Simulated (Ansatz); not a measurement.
Basis-set series for CH6AlBOS, SMILES `OC[BH][AlH][SH]`. Charge 0, multiplicity 1. The geometry is a stationary point of PBE0-D4/def2-TZVP. It is one conformer, not always the lowest.

```xyz
11

O    -0.2383   -1.4536   -0.1785
C    -0.4113   -0.5119   -1.3139
B    -1.1188   -0.0170   -0.0163
Al   -0.0510    1.2389    1.3025
S     2.1489    0.9008    1.2071
H     0.6356   -1.3193    0.2169
H    -0.9576   -1.0325   -2.0942
H     0.5457   -0.1308   -1.6638
H    -2.2710   -0.3100    0.1158
H    -0.4357    2.2580    2.4566
H     2.1535    0.3773   -0.0321
```

```csv
functional,basis,functions,energy (Eh),HOMO (eV),LUMO (eV)
PBE0-D4,def2-TZVPP,261,-782.06972,-7.06,-1.50
PBE0-D4,def2-QZVPP,491,-782.09698,-7.07,-1.53
ωB97M-V,def2-TZVPP,261,-782.38085,-9.15,0.16
ωB97M-V,def2-QZVPP,491,-782.40702,-9.16,0.00
```

Problem. Give the rows for def2-SVP. (Best estimate.)

Solution. Computed: 
```csv
functional,basis,functions,energy (Eh),HOMO (eV),LUMO (eV)
PBE0-D4,def2-SVP,108,-781.68358,-7.03,-1.41
ωB97M-V,def2-SVP,108,-781.98916,-9.08,0.33
```

Positive LUMOs are unbound and depend on the basis.
